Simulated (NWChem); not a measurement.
# Cl4Ge in NWChem

```xyz
5

Cl     1.7367     0.0000    -1.2276
Ge     0.0000     0.0000     0.0000
Cl    -1.7367     0.0000    -1.2276
Cl     0.0000    -1.7367     1.2276
Cl     0.0000     1.7367     1.2276
```
Charge 0, spin multiplicity 1.

Program: NWChem. The geometry was optimised at PBE0/def2-SVP, a minimum by its harmonic frequencies.

Symmetry labels belong to the abelian group C2v used in the runs, with the axes of the coordinates shown; states degenerate in a higher group split over its labels.

The Hamiltonian is non-relativistic. B3LYP has NWChem's definition, with VWN1-RPA local correlation. The structure started from a generated list of species.

Q: List the lowest 6 singlet excitations that TD-B3LYP/def2-SVP, VWN1-RPA local correlation gives, with oscillator strengths.

A: 
```tsv
state	symmetry	energy (eV)	wavelength (nm)	f
1	a2	5.62	221	0.000
2	b1	5.62	221	0.000
3	b2	5.62	221	0.000
4	a1	6.32	196	0.048
5	b2	6.32	196	0.048
6	b1	6.32	196	0.048
```
